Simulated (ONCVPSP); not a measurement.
Ranking ONCV potentials for F (Z = 9)

All share these settings but for the change named:

F (Z = 9), optimised norm-conserving Vanderbilt (ONCV), made with ONCVPSP 4.0.1 (LDA (Perdew-Wang 92), fully relativistic). Core [He], reference 2s2 2p5. Waves: 2s: rc 0.65 bohr, ncon 5, nbas 8, qcut 11.1 1/bohr, local; 2p: rc 1.10 bohr, ncon 4, nbas 8, qcut 12.9 1/bohr, 2 projectors, debl 0.8 Ha. Local part: the s channel. Core correction: Teter function, fcfact 3.75, rcfact 1.05.

Open shells are filled in proportion to 2j + 1.

Test errors are all-electron minus pseudo excitation energies from the reference, over 2s2 2p4; 2s2 2p3; 2s2 2p2; 2s1 2p6. None of these files shows a bound ghost.

The base gives 291.2 meV.

Of 7 variants that were run, those that failed, showed a ghost or another fault, or gave nearly equal values are left out.

A variant can come out equal or close to the base, since the largest error may sit in a test that the change hardly touches while other tests move.

(1) Rank these variants by their largest absolute test error, smallest first.
A. s: nbas 9
B. all radii but the core radius scaled by about 1.21 (s 0.78, p 1.34 bohr)
C. p: rc 1

Answers

(1) C (221.0 meV), A (291.2 meV), B (514.3 meV).
